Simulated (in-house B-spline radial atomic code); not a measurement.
**OEP/ALDAx excitations of Zn²⁺**

Method: OEP/ALDAx. Computed with a B-spline radial code for spherical atoms: linear response of the closed shell [Ar] 3d10 with the adiabatic LDA exchange kernel on the exchange-only optimised effective potential; scalar-relativistic (spin-free one-electron X2C), finite nucleus, no spin-orbit coupling, no double excitations, S, P, D and F terms only. Only terms of natural parity with L up to 3 were computed.

Command:
```bash
python run_td.py task.json out
```
Settings (radii: box in bohr, nucleus in fm):
```
Z                        30
electrons                28
configuration            [Ar] 3d10
hamiltonian              x2c
method                   oep
box_radius               29.48
rms_radius               3.9283
intervals                108
```

Time taken, with all properties: 1.4 s on 1 thread of Intel(R) Xeon(R) Platinum 8488C (Sapphire Rapids), on a shared host.

The lowest states, in the order of their Tamm-Dancoff energies; the method's threshold (minus the highest occupied level) is 41.39 eV. Labels give the largest channel, * marks a mixed state, and oscillator strengths are full-response dipole values. Semilocal kernels can invert the small singlet-triplet splittings of Rydberg terms. Energies in eV:

| state | full response | Tamm-Dancoff | oscillator strength |
| --- | --- | --- | --- |
| 3d → 4s 3D | 10.179 | 10.208 | - |
| 3d → 4s 1D | 10.901 | 10.916 | - |
| 3d → 4p 3P | ? | ? | - |
| 3d → 4p 3F | 18.341 | 18.356 | - |
| 3d → 4p 1F | 18.738 | 18.740 | - |
| 3d → 4p 1P | 19.503 | 19.584 | 0.498 |
| 3d → 4d 3S | 27.715 | 27.750 | - |
| 3d → 5s 3D | ? | ? | - |
| 3d → 5s 1D | 28.137 | 28.140 | - |
| 3d → 4d 3D | 28.334 | 28.339 | - |

Problem. Where does 3d → 5s 3D lie?

Solution. At 28.014 eV in full response, 28.018 eV in Tamm-Dancoff.

Problem. Where does 3d → 4p 3P lie?

Solution. At 18.057 eV in full response, 18.094 eV in Tamm-Dancoff.

Problem. How large is the singlet-triplet splitting of 3d → 4s (D terms) in Tamm-Dancoff?

Solution. 0.708 eV, from the unrounded values.

Problem. What polarisabilities and dispersion coefficient does the method give?

Solution. Dipole 2.371 bohr³, quadrupole 6.793 bohr⁵, C6 6.213 hartree·bohr⁶ for two such species.
